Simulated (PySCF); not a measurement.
Molecule: `C([SiH2]CC)C`, C4H12Si.

Bonds (- single, = double, # triple, : aromatic): C1-C2, C2-Si3, Si3-C4, C4-C5. C1 carries H6, H7, H8; C2 carries H9, H10; Si3 carries H11, H12; C4 carries H13, H14; C5 carries H15, H16, H17.

Frames of a GFN2-xTB Langevin trajectory at 300 K; GIAO PBE0/pcSseg-1 shieldings in PySCF 2.14.0 with density-fitted response routines, gas phase, non-relativistic; equivalent atoms averaged within each frame.

Scale: TMS for ¹³C (186.93 ppm), ²⁹Si (349.16 ppm), ¹H (31.72 ppm) (reference shieldings calculated alike). The references are static minima.

Q: How do the shifts (ppm) fluctuate along the trajectory?

A: 
| time (fs) | C1/C5 | C2/C4 | Si3 | H11/H12 | H6/H7/H8/H15/H16/H17 | H9/H10/H13/H14 |
| --- | --- | --- | --- | --- | --- | --- |
| optimised geometry | 11.9 | 5.9 | -30.4 | 3.99 | 1.14 | 0.71 |
| 250 | 13.0 | 3.7 | -51.0 | 3.86 | 1.20 | 0.76 |
| 425 | 8.2 | 7.3 | -30.3 | 4.47 | 0.95 | 1.20 |
| 625 | 7.6 | 5.8 | -20.7 | 4.76 | 0.45 | 1.25 |
| 800 | 9.6 | 1.7 | -36.1 | 3.87 | 0.77 | 0.36 |
| 1000 | 9.2 | 4.8 | -35.2 | 4.33 | 0.70 | 0.82 |
| mean of frames | 9.5 | 4.7 | -34.6 | 4.26 | 0.81 | 0.87 |
| standard deviation | 2.1 | 2.1 | 11.0 | 0.39 | 0.28 | 0.36 |

5 frames give an uncertainty of the mean of about the standard deviation over 2.2 at best, since frames this close in time may not be independent; classical motion lacks zero-point vibration, and the reference would need the same averaging.
